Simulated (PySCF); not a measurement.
C3H9NSi2, SMILES N#CCC[SiH2][SiH3]. Atoms are numbered in the order given.

```xyz
15

N     -2.5337     0.7490    -1.3682
C     -1.9841    -0.1607    -0.9073
C     -1.2676    -1.2838    -0.2970
C     -0.6764    -0.9481     1.0874
Si     0.5255     0.5353     1.1355
Si     2.1168     0.3385    -0.5861
H     -0.4710    -1.5909    -0.9959
H     -1.9641    -2.1364    -0.2291
H     -1.4909    -0.7558     1.8056
H     -0.1361    -1.8349     1.4575
H     -0.2244     1.8151     0.9870
H      1.2071     0.5331     2.4645
H      2.8395    -0.9643    -0.4585
H      1.4400     0.3658    -1.9169
H      3.1127     1.4477    -0.5269
```

The structure is a stationary point at B3LYP-D3(BJ)/def2-SVP. The structure was generated by enumeration, and PubChem lists no compound with its InChIKey, so it may never have been made. The values are those of a single conformer.

Two levels are set side by side: PBE/pcSseg-1 (PySCF) and HF/pcSseg-1 (PySCF). GIAO shifts against NH3 (¹⁵N), TMS (²⁹Si), TMS (¹H), TMS (¹³C) at the same level; non-relativistic, no solvent, atoms listed together averaged. Differences are taken from unrounded values.

```
quantity                 HF
--------------------  -----
δ(¹⁵N) of N1 (ppm)    318.6
δ(¹³C) of C2 (ppm)    131.3
δ(¹³C) of C3 (ppm)     14.1
δ(¹³C) of C4 (ppm)      6.2
δ(²⁹Si) of Si5 (ppm)  -59.3
δ(²⁹Si) of Si6 (ppm)  -95.8
```

What does PBE give, and how far is it from HF? (An estimate is asked for; the answer gives what the named calculation found.)


```tsv
quantity	PBE	PBE minus HF
δ(¹⁵N) of N1 (ppm)	307.2	-11.4
δ(¹³C) of C2 (ppm)	121.4	-9.9
δ(¹³C) of C3 (ppm)	19.7	5.6
δ(¹³C) of C4 (ppm)	10.6	4.4
δ(²⁹Si) of Si5 (ppm)	-69.3	-9.9
δ(²⁹Si) of Si6 (ppm)	-116.6	-20.8
```

Rough cost on one machine, each run with all the roots and properties that it gave: HF against PBE within a factor of 2.
